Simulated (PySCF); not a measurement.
PySCF 2.14 output of an unrestricted LDA calculation on a single atom or ion in aug-cc-pVTZ-PP with one added diffuse shell each of s, d, f type with ECP10MDF (7s5p5d3f, 68 functions), with scalar relativity through the core potential:

```
SCF conv_tol = 1e-09
number electrons alpha = 14  beta = 10
    P. A. M. Dirac.,  Math. Proc. Cambridge Philos. Soc. 26, 376 (1930)
    F. Bloch.,  Z. Phys. 57, 545 (1929)
    S. H. Vosko, L. Wilk, and M. Nusair.,  Can. J. Phys. 58, 1200 (1980)
cycle= 1 E= -460.351055790463  delta_E= -0.0166  |g|= 0.113  |ddm|= 0.446
cycle= 2 E= -460.352028475418  delta_E= -0.000973  |g|= 0.0609  |ddm|= 0.113
cycle= 3 E= -460.352484437642  delta_E= -0.000456  |g|= 0.00338  |ddm|= 0.0461
cycle= 4 E= -460.352488152419  delta_E= -3.71e-06  |g|= 6.42e-05  |ddm|= 0.00465
cycle= 5 E= -460.352488154239  delta_E= -1.82e-09  |g|= 3.8e-06  |ddm|= 0.000116
cycle= 6 E= -460.352488154245  delta_E= -5.8e-12  |g|= 7.85e-08  |ddm|= 4.79e-06
converged SCF energy = -460.352488154245  <S^2> = 6.0013491  2S+1 = 5.0005396
```

The run itself started from symmetry-adapted Hartree-Fock orbitals and held the occupation by maximum overlap, on a logarithmic radial grid, so the iterations belong to that start.

**Question.** Which element, charge and spin multiplicity is this?

**Answer.** Kr²⁺ (krypton, charge +2), multiplicity 5; the state was [Ar] 3d10 4s1 4p4 4d1, one real determinant (an excited configuration).

⟨L²⟩ = 8.01 against 12 for a pure F term, so this real determinant mixes terms. Energies and moments cover only the electrons outside the core potential. The outer electron is Rydberg-like, and this basis confines it to a smaller radius and binds it less than a complete one would.
